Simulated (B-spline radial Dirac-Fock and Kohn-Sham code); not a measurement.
I⁻: photoemission with 4800 eV photons

System: I⁻ in the configuration [Kr] 4d10 5s2 5p6, inside a Watson sphere of charge +1 and radius 2.2 Å (a model of the Madelung potential; inside it an electron's potential energy is lowered by 6.5 eV).

The computed values come from a B-spline atomic structure program: Dirac-Hartree-Slater photoionisation with all multipoles and Dirac-Fock thresholds. The asymmetry parameter β is from the dipole term alone. Kinetic energies are from the vacuum level.

The last column is dσ/dΩ = σ/(4π) · [1 − (β/2) P₂(cos θ)] at θ = 0° from the beam of unpolarised light.

| subshell | electrons | binding (eV) | kinetic (eV) | σ (kb) | β | dσ/dΩ (kb/sr) |
| --- | --- | --- | --- | --- | --- | --- |
| 2p3/2 | 4 | 4563.6 | 236.4 | 97.7 | 1.11 | 3.47 |
| 3s | 2 | 1081.2 | 3718.8 | 6.87 | 1.99 | ≈ 0 |
| 3p1/2 | 2 | 939.9 | 3860.1 | 7.33 | 1.54 | 0.133 |
| 3p3/2 | 4 | 883.2 | 3916.8 | 13.4 | 1.60 | 0.211 |
| 3d3/2 | 4 | 636.7 | 4163.3 | 4.91 | 1.09 | 0.179 |
| 3d5/2 | 6 | 625.2 | 4174.8 | 6.87 | 1.03 | 0.264 |
| 4s | 2 | 201.7 | 4598.3 | 1.54 | 1.99 | ≈ 0 |
| 4p1/2 | 2 | 150.7 | 4649.3 | 1.41 | 1.54 | 0.0257 |
| 4p3/2 | 4 | 139.7 | 4660.3 | 2.54 | 1.60 | 0.0403 |
| 4d3/2 | 4 | 55.87 | 4744.1 | 0.747 | 1.06 | 0.0278 |
| 4d5/2 | 6 | 54.17 | 4745.8 | 1.04 | 1.01 | 0.0411 |
| 5s | 2 | 21.40 | 4778.6 | 0.208 | 1.99 | ≈ 0 |
| 5p1/2 | 2 | 9.33 | 4790.7 | 0.131 | 1.54 | 0.00238 |
| 5p3/2 | 4 | 8.38 | 4791.6 | 0.223 | 1.60 | 0.00352 |

Branching ratios of the spin-orbit partners (statistical value in brackets): 3p 1.82 (2.00), 3d 1.40 (1.50), 4p 1.80 (2.00), 4d 1.39 (1.50), 5p 1.70 (2.00).
